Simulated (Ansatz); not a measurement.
`C[Si](C)(C)C#Cc1ccc(-c2ccc(-c3ccc(-c4ccc(C#C[Si](C)(C)C)[se]4)[se]3)[se]2)[se]1` with charge +1. Total charge 1; doublet. Geometry PBE-D4/def2-SVP, that of the neutral singlet; atoms count from 1.

```xyz
58

C    -4.652  -10.557   -1.444
Si   -6.165   -9.459   -1.154
C    -7.043   -9.105   -2.792
C    -7.353  -10.273    0.072
C    -5.600   -7.859   -0.424
C    -5.236   -6.788    0.084
C    -4.817   -5.576    0.651
C    -5.307   -4.919    1.782
C    -4.672   -3.700    2.111
C    -3.636   -3.299    1.262
C    -2.833   -2.109    1.367
C    -2.939   -1.088    2.315
C    -2.017   -0.026    2.185
C    -1.109   -0.122    1.129
C    -0.069    0.788    0.745
C     0.828    0.698   -0.321
C     1.749    1.763   -0.447
C     1.654    2.775    0.508
C     2.441    3.969    0.641
C     2.336    4.981    1.598
C     3.256    6.049    1.481
C     4.155    5.959    0.417
C     5.173    6.846    0.040
C     6.079    7.616   -0.313
Si    7.428    8.759   -0.843
C     9.088    8.023   -0.314
C     7.355    8.930   -2.725
C     7.152   10.433   -0.012
Se    3.847    4.362   -0.568
Se    0.254    2.380    1.727
Se   -1.424   -1.724    0.161
Se   -3.404   -4.567   -0.122
H    -4.116  -10.754   -0.493
H    -4.956  -11.532   -1.879
H    -3.939  -10.076   -2.144
H    -6.360   -8.609   -3.511
H    -7.403  -10.049   -3.254
H    -7.918   -8.441   -2.639
H    -6.850  -10.466    1.041
H    -7.721  -11.241   -0.326
H    -8.230   -9.623    0.264
H    -6.134   -5.344    2.367
H    -4.971   -3.100    2.982
H    -3.699   -1.112    3.109
H    -2.009    0.833    2.874
H     0.811   -0.152   -1.019
H     2.501    1.797   -1.251
H     1.579    4.943    2.396
H     3.277    6.904    2.170
H     9.138    7.906    0.787
H     9.244    7.025   -0.771
H     9.925    8.680   -0.629
H     6.381    9.351   -3.048
H     7.482    7.946   -3.218
H     8.159    9.603   -3.087
H     6.171   10.863   -0.300
H     7.944   11.151   -0.309
H     7.173   10.336    1.092
```

Single mean-field runs in def2-SVP are fitted with def2-universal-jkfit.

**Question.** Estimate the Mulliken populations of the heavy atoms from the PBE0/def2-SVP orbitals of Ansatz.

**Answer.** 
```csv
atom,charge (e),spin (α − β)
C1,-0.33,0.00
Si2,0.52,-0.01
C3,-0.33,0.01
C4,-0.33,0.00
C5,-0.32,0.16
C6,0.14,-0.09
C7,-0.19,0.18
C8,0.05,-0.06
C9,-0.01,0.13
C10,-0.13,-0.02
C11,-0.10,0.13
C12,0.00,0.02
C13,-0.01,0.07
C14,-0.11,0.07
C15,-0.11,0.06
C16,-0.01,0.08
C17,-0.02,0.01
C18,-0.09,0.14
C19,-0.13,-0.02
C20,-0.03,0.11
C21,0.06,-0.04
C22,-0.19,0.16
C23,0.14,-0.08
C24,-0.32,0.15
Si25,0.52,-0.01
C26,-0.33,0.01
C27,-0.33,0.00
C28,-0.33,0.00
Se29,0.33,-0.02
Se30,0.29,-0.05
Se31,0.29,-0.04
Se32,0.32,-0.03
```
Mulliken values depend strongly on the basis.

**Question.** Where does the spin sit?

**Answer.** Summed by element: C 1.18, Si -0.02, Se -0.14, H -0.02, of 1 unpaired in all. Largest on single atoms: C7 0.18, C22 0.16, C5 0.16.

**Question.** And the Mayer bond orders between heavy atoms (over 0.3)?

**Answer.** C1–Si2 1.03 (1.89 Å); Si2–C3 1.03 (1.89 Å); Si2–C4 1.04 (1.89 Å); Si2–C5 0.81 (1.85 Å); C5–C6 2.65 (1.24 Å); C6–C7 1.12 (1.40 Å); C7–C8 1.40 (1.40 Å); C7–Se32 1.09 (1.90 Å); C8–C9 1.35 (1.41 Å); C9–C10 1.40 (1.40 Å); C10–C11 1.25 (1.44 Å); C10–Se32 1.09 (1.89 Å); C11–C12 1.38 (1.40 Å); C11–Se31 1.10 (1.89 Å); C12–C13 1.41 (1.41 Å); C13–C14 1.36 (1.40 Å); C14–C15 1.31 (1.43 Å); C14–Se31 1.08 (1.90 Å); C15–C16 1.36 (1.40 Å); C15–Se30 1.08 (1.90 Å); C16–C17 1.41 (1.41 Å); C17–C18 1.37 (1.40 Å); C18–C19 1.27 (1.44 Å); C18–Se30 1.10 (1.90 Å); C19–C20 1.39 (1.40 Å); C19–Se29 1.08 (1.90 Å); C20–C21 1.36 (1.41 Å); C21–C22 1.40 (1.40 Å); C22–C23 1.12 (1.40 Å); C22–Se29 1.10 (1.90 Å); C23–C24 2.65 (1.24 Å); C24–Si25 0.81 (1.85 Å); Si25–C26 1.03 (1.89 Å); Si25–C27 1.04 (1.89 Å); Si25–C28 1.04 (1.89 Å).
